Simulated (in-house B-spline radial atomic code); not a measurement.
Inner levels of promethium as electrons are removed. A shift is the extra binding of the orbital against the neutral atom ([Xe] 4f5 6s2). The density at the nucleus is averaged over the nuclear charge. Computed with an all-electron radial atomic-structure program (B-spline basis): Dirac-Hartree-Fock, average of the configuration, finite nuclei.

```
  ion      configuration  shift of 3d5/2 (eV)  shift of 3p1/2 (eV)  shift of 1s1/2 (eV)  radius of 3d5/2 (bohr)  radius of 3p1/2 (bohr)  radius of 1s1/2 (bohr)  Σ<r²> (bohr²)  change of density at nucleus (bohr⁻³)
Pm25+  [Ar] 3d10 4s2 4p6               768.34               767.63               799.56                 0.23391                 0.24644                0.023176          4.107                                    477
Pm26+  [Ar] 3d10 4s2 4p5                    ?                    ?                    ?                       ?                       ?                       ?              ?                                      ?
Pm27+  [Ar] 3d10 4s2 4p4                    ?                    ?                    ?                       ?                       ?                       ?              ?                                      ?
Pm28+  [Ar] 3d10 4s2 4p3               923.44               920.25               979.52                 0.23261                 0.24591                0.023174         2.9571                                  747.4
Pm29+  [Ar] 3d10 4s2 4p2               976.58                972.5              1041.64                 0.23215                 0.24562                0.023173         2.5963                                 841.57
Pm30+  [Ar] 3d10 4s2 4p1              1030.43              1025.44              1104.81                 0.23168                 0.24531                0.023173         2.2459                                 937.74
Pm31+      [Ar] 3d10 4s2              1084.99              1079.04              1169.05                  0.2312                 0.24499                0.023172         1.9055                                1035.93
Pm32+      [Ar] 3d10 4s1                    ?                    ?                    ?                       ?                       ?                       ?              ?                                      ?
Pm33+          [Ar] 3d10              1197.49              1189.93              1299.42                 0.23021                 0.24429                0.023171         1.2794                                -2231.3
Pm34+           [Ar] 3d9              1295.11              1281.01              1420.56                 0.22782                 0.24261                0.023172         1.1979                               -2007.07
```

Problem. Fill in the row of Pm26+.

Solution. shift of 3d5/2 (eV): 819.32; shift of 3p1/2 (eV): 817.8; shift of 1s1/2 (eV): 858.48; radius of 3d5/2 (bohr): 0.23349; radius of 3p1/2 (bohr): 0.24648; radius of 1s1/2 (bohr): 0.023175; Σ<r²> (bohr²): 3.712; change of density at nucleus (bohr⁻³): 565.12.

Problem. Fill in the row of Pm27+.

Solution. shift of 3d5/2 (eV): 871.02; shift of 3p1/2 (eV): 868.68; shift of 1s1/2 (eV): 918.47; radius of 3d5/2 (bohr): 0.23305; radius of 3p1/2 (bohr): 0.2462; radius of 1s1/2 (bohr): 0.023175; Σ<r²> (bohr²): 3.3289; change of density at nucleus (bohr⁻³): 655.24.

Problem. Fill in the row of Pm32+.

Solution. shift of 3d5/2 (eV): 1140.91; shift of 3p1/2 (eV): 1134.18; shift of 1s1/2 (eV): 1233.76; radius of 3d5/2 (bohr): 0.23071; radius of 3p1/2 (bohr): 0.24464; radius of 1s1/2 (bohr): 0.023172; Σ<r²> (bohr²): 1.5884; change of density at nucleus (bohr⁻³): -569.03.
